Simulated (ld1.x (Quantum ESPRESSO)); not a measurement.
Mo (Z = 42): TM pseudisation with LDA (PZ), fully relativistic reference atom.

- Element: Mo (Z = 42)
- Generator: ld1.x (Quantum ESPRESSO) 7.5
- Type: norm-conserving Troullier–Martins (Kleinman–Bylander form)
- Functional: LDA (PZ)
- Relativity: fully relativistic
- Frozen core: [Ar] 3d10
- Valence charge: 14
- Reference configuration: 4s2 4p6 4d5 5s1 5p0
- Partial waves: 4p (bound): rc 1.95 bohr; 4d (bound): rc 1.35 bohr; 4f channel at 0.25 Ry: rc 1.90 bohr; 4s (bound): rc 1.45 bohr
- Local potential: the s channel
- Core correction: none

Open shells are filled in proportion to 2j + 1 (rel_dist='average').

Occupied shells without a wave of their own: 5s. They enter only through the test configuration that unscreens the potential.

Calculated quality:

* Cutoffs needed: 70 Ry and 120 Ry (the cutoffs (Ry, on a coarse ladder) from which the occupation-weighted sum of valence levels, in a spherical-Bessel basis at the reference potential, stays within 10 and 1 mRy of its value at 400 Ry)
* Ghost test: no extra level below or beside the all-electron valence levels (p1/2, p3/2, d3/2, d5/2, f5/2, f7/2, s tested) (spherical-Bessel basis up to 400 Ry, 20 bohr box)
* Largest excitation error: -848 meV (all-electron minus pseudo) for 4s2 4p6 4d2 5s0 5p0, out of 7 test configurations

Generation and tests took about 2.7 s on one core of a shared server CPU.
